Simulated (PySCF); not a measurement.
C₉H₅NSSe, SMILES N#Cc1ccsc1-c1ccc[se]1, singlet, GFN2-xTB optimised geometry.

```
17

N     -2.69     1.63     0.00
C     -1.54     1.69     0.00
C     -0.15     1.77     0.00
C      0.58     3.00     0.00
C      1.92     2.81     0.00
S      2.34     1.14     0.00
C      0.67     0.65     0.00
C      0.31    -0.73     0.00
C      1.20    -1.78     0.00
C      0.62    -3.06     0.00
C     -0.75    -3.06     0.00
Se    -1.47    -1.35     0.00
H      0.10     3.96     0.00
H      2.69     3.54     0.00
H      2.27    -1.62     0.00
H      1.20    -3.96     0.00
H     -1.38    -3.92     0.00
```

Density from PBE/def2-SVP (PySCF) at that geometry.

Minimum of the electron density along straight lines between bonded atoms, close to the bond critical point (lines longer than 1.1 times the sum of covalent radii, or with two minima, are not listed):

| bond | length / Å | ρ at the minimum / e bohr⁻³ | ∇²ρ there / e bohr⁻⁵ | position (fraction from the first atom) |
|---|---|---|---|---|
| N1–C2 | 1.149 | 0.472 | 0.35 | 0.66 |
| C2–C3 | 1.401 | 0.288 | -0.71 | 0.53 |
| C3–C4 | 1.420 | 0.287 | -0.66 | 0.51 |
| C4–C5 | 1.353 | 0.323 | -0.80 | 0.49 |
| C5–S6 | 1.724 | 0.212 | -0.44 | 0.47 |
| C3–C7 | 1.387 | 0.304 | -0.71 | 0.49 |
| S6–C7 | 1.739 | 0.207 | -0.41 | 0.53 |
| C7–C8 | 1.427 | 0.283 | -0.66 | 0.51 |
| C8–C9 | 1.377 | 0.310 | -0.74 | 0.51 |
| C9–C10 | 1.405 | 0.297 | -0.71 | 0.50 |
| C10–C11 | 1.361 | 0.318 | -0.78 | 0.49 |
| C8–Se12 | 1.886 | 0.162 | -0.16 | 0.49 |
| C11–Se12 | 1.849 | 0.174 | -0.19 | 0.49 |
| C4–H13 | 1.075 | 0.283 | -1.09 | 0.64 |
| C5–H14 | 1.072 | 0.284 | -1.10 | 0.65 |
| C9–H15 | 1.078 | 0.280 | -1.05 | 0.63 |
| C10–H16 | 1.077 | 0.281 | -1.06 | 0.63 |
| C11–H17 | 1.075 | 0.281 | -1.07 | 0.64 |
